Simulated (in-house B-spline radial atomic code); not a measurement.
# Fe: [Ar] 3d(3 up, 2 down) 4s2 5p(1 up, 0 down) (an excited or competing configuration)

Level of theory: non-relativistic r2SCAN0, spin-polarised, spherical fractional occupations, point nucleus; calculated with an all-electron radial atomic-structure program (B-spline basis).

Effective charges: Z_r = [3n² - l(l+1)]/(2<r>) from the radius, Z_e = n√(-2ε) from the energy, and Slater's rules. Values are occupation-weighted means over spin.

| shell | electrons | ε (eV) | <r> (bohr) | Z_r | Z_e | Slater |
| --- | --- | --- | --- | --- | --- | --- |
| 1s | 2 | -7009.9 | 0.05915 | 25.36 | 22.70 | 25.70 |
| 2s | 2 | -843.57 | 0.2692 | 22.29 | 15.75 | 21.85 |
| 2p | 6 | -727.88 | 0.2365 | 21.14 | 14.63 | 21.85 |
| 3s | 2 | -112.97 | 0.8112 | 16.64 | 8.64 | 14.75 |
| 3p | 6 | -77.771 | 0.8497 | 14.71 | 7.17 | 14.75 |
| 3d | 5 | -19.506 | 1.031 | 10.19 | 3.59 | 6.60 |
| 4s | 2 | -12.035 | 2.616 | 9.17 | 3.76 | 4.60 |
| 5p | 1 | -1.0472 | 10.59 | 3.45 | 1.39 | 1.30 |

The least bound orbital is 5p up at -1.047 eV, and it is also the most diffuse (<r> = 10.59 bohr). The part-filled 3d shell lies below the filled 4s shell in orbital energy.

Caution: exact exchange at fractional occupations of open shells leaves self-interaction of up to several eV.
